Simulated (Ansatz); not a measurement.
Saddle point of GaH$_{5}$SO$_{2}$, singlet (GaH₃S ([SH][GaH2]) + H₂O₂ ([OH][OH]) → GaH₃O₂ ([OH][O][GaH2]) + H₂S (still joined by a long Ga–S bond); bonds formed: S2–H5; dative contacts that become bonds: Ga1–O6; bonds broken: H5–O6; bonds weakened to dative contacts: Ga1–S2), PBE0-D4/def2-TZVP structure:

```xyz
9
angstrom
Ga -0.8085 -0.8176 -0.1685
S 1.6105 -1.0896 0.4279
H -0.9444 -1.1369 -1.6823
H -1.6094 -1.3104 1.0755
H 1.0368 0.2723 0.3884
O -0.2340 1.0103 0.1506
O -0.1229 1.6925 -1.1062
H 1.3848 -1.2177 1.7457
H -0.3129 2.5968 -0.8310
```

Energies are electronic, without zero-point energy. Barriers and step energies count from the start structure reached by relaxing down the imaginary mode; all methods use the PBE0-D4 structures, on which another method's saddle can fall below an end. Program: Ansatz 0.2.0. Basis: def2-TZVPP, with def2-QZVPP for the basis limit. Cores are frozen in the correlated methods. Filled d shells of the heavier atoms are correlated. The def2 sets are not built for correlating such inner shells, so the correlated values are less sure here. B3LYP uses VWN-RPA correlation. Extrapolation: Hartree–Fock as exp(−7.88 √X), correlation as X^−2.97.

| method | barrier (kJ/mol) | step energy (kJ/mol) |
| --- | --- | --- |
| SPW92 | 37.1 | 28.9 |
| PBE-D4 | 47.8 | 32.5 |
| BLYP-D4 | 49.1 | 25.4 |
| r2SCAN-D4 | 53.7 | 32.2 |
| B97M-V | 65.3 | 34.3 |
| PBE0-D4 | ? | 39.3 |
| B3LYP-D4 | 60.5 | 31.4 |
| r2SCAN0-D4 | 65.6 | 38.4 |
| BHLYP-D4 | 76.5 | 37.1 |
| CAM-B3LYP-D4 | 63.8 | 31.0 |
| wB97X-V | ? | 33.7 |
| wB97M-V | ? | 37.0 |
| B2PLYP | 63.0 | 33.1 |
| PBE-QIDH | 68.2 | 40.0 |
| RPA on PBE | 60.7 | 29.6 |
| HF | 106.5 | 48.3 |
| MP2 | 63.2 | 35.4 |
| CCSD | 75.2 | 37.1 |
| CCSD(T) | 67.6 | 34.7 |

(1) Fill in the withheld barriers. (Judge from chemistry; the value comes from the calculation.)

The T1 diagnostic stays at or below 0.015.

Results:

(1) Computed: wB97X-V 67.2; wB97M-V 69.6; PBE0-D4 62.3 kJ/mol. Each is the energy of the saddle less that of the start structure, by the same method.

For comparison, the barrier by CCSD(T) at an estimated basis limit (MP2 extrapolated from triple and quadruple zeta, plus CCSD(T) − MP2 in triple zeta) is 67.8 kJ/mol.

Labels in which every atom is bracketed show which atoms are joined, not bond orders.

For scale, one of the runs: CCSD(T)/def2-TZVPP, 222 basis functions, launched by `ansatz run in.yaml --threads 4 --pin off --events-out ev --progress --plain --max-ram 9574MiB`. Hardware: 4 CPU threads of an Arm Neoverse V2, shared host. Wall time 110 s; peak host memory 3.5 GiB.
